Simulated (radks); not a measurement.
Question: Numerical settings for the cerium ion Ce3+, [Xe] 4f1. All-electron calculation, scalar-relativistic Kohn-Sham, r2SCAN, spin-unpolarised, spherical densities, finite nucleus; meta-GGA in the generalised Kohn-Sham scheme; Fermi nuclear charge, rms radius 4.8771 fm. Program: a radial shooting solver on a logarithmic mesh with Libxc functionals. The defaults (mesh step 0.008 in ln r, mesh end at 40 bohr or more with all orbitals vanishing there, Anderson mixing 0.5 over 9 steps, residual threshold near 1e-9 with the energy settled to 1e-9 hartree or 1e-11 of itself, here a cap of 69 iterations) give E = -8859.784 hartree and 4f at -27.965 eV in 10 iterations. Run on one thread of a shared host, so times are rough (Arm Neoverse N1): 0.13 s of CPU time, 0.13 s wall, 10 iterations on 2213 mesh points. One setting is changed at a time: mesh step in ln r 0.08; mesh step in ln r 0.03; mesh step in ln r 0.003; mesh end (bohr) 5; mesh end (bohr) 20; residual threshold 1e-13; residual threshold 1e-16; mixing 1; linear mixing, mixing 0.8; linear mixing, mixing 0.5; mixing history 20; iteration cap 8. Which runs fail to converge, and which converge to a wrong energy?

Answer: Not converged within the cap: mesh step in ln r 0.08; residual threshold 1e-16; linear mixing, mixing 0.8; iteration cap 8. Settings that end as converged yet miss the energy by more than 1 mhartree: mesh end (bohr) 5 (+0.00249 hartree).
